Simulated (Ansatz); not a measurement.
Basis-set extrapolation for CH8OSi3, SMILES `O=C[SiH2][SiH2][SiH3]` (PBE0-D4/def2-TZVP geometry, frozen core, the Gaussian-basis code of Ansatz). Multiplicity 1, RHF reference.

```csv
,def2-TZVPP,def2-QZVPP
HF,-984.233447,-984.265184
MP2 correlation,-0.761532,-0.817811
CCSD(T) correlation,-0.864543,not run
```

Energies in hartree. Use E(X) = E(∞) + A·exp(−7.88·√X) for Hartree–Fock and E(X) = E(∞) + B·X^(−2.97) for correlation, with X = 3 and 4, and add CCSD(T) minus MP2 of the smaller set to the MP2 limit.

**Question.** What is the CCSD(T) energy at the basis-set limit?

**Answer.** HF limit: -984.265184 + (-0.031737) × 0.13774 = -984.26956. MP2 limit: -0.817811 + (-0.056279) × 0.74074 = -0.85950. Higher-order term: -0.864543 − (-0.761532) = -0.10301. Total: -985.23207 hartree, 352.0 kJ/mol below CCSD(T)/def2-TZVPP.
